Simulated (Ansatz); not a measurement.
Several settings on one geometry of Au(PF3)H (PHAuF3) (that of the charge 0 singlet, PBE-D4/def2-SVP). Ansatz on 4 threads of Intel Xeon on a shared host; times are rough.

```tsv
atom	x (Å)	y (Å)	z (Å)
Au1	-0.020	0.011	-1.643
P2	0.006	0.000	0.656
F3	-1.137	0.797	1.440
F4	1.290	0.591	1.403
F5	-0.103	-1.409	1.404
H6	-0.034	0.012	-3.259
```

Totals from different functionals, basis sets or treatments of relativity can't be compared as stabilities.

In the def2 sets Au takes a core potential; there is no spin–orbit coupling. LC-ωPBE has ω = 0.4 bohr⁻¹.

The spins typed aren't always the lowest for that charge.

Task: Give the basis size and estimate the energy, ⟨S²⟩, dipole and time of these runs.

| run | method | charge | state | further keys |
| --- | --- | --- | --- | --- |
| 1 | UKS r2SCAN50-D4/def2-SVP | 0 | triplet | scf: {omitted_lower_state_checks: [starts]}; forces asked |
| 2 | RKS ωB97X-V/def2-mTZVPP | 0 | singlet | scf: {lower_state_search: off}; forces asked |
| 3 | RKS rPW86-PBE/def2-TZVP | 0 | singlet | scf: {omitted_lower_state_checks: [starts]} |
| 4 | RKS LC-ωPBE/def2-mTZVPP | 0 | singlet | scf: {omitted_lower_state_checks: [starts]}; forces asked |

Result: 
| run | functions | energy (Eh) | ⟨S²⟩ | dipole (D) | wall time |
| --- | --- | --- | --- | --- | --- |
| 1 | 97 | -776.4923 | 2.01 | 2.26 | 92 s |
| 2 | 140 | -777.2767 | – | 2.28 | 12 s |
| 3 | 176 | -778.5043 | – | – | 7 s |
| 4 | 140 | -777.2214 | – | 2.30 | 6 s |
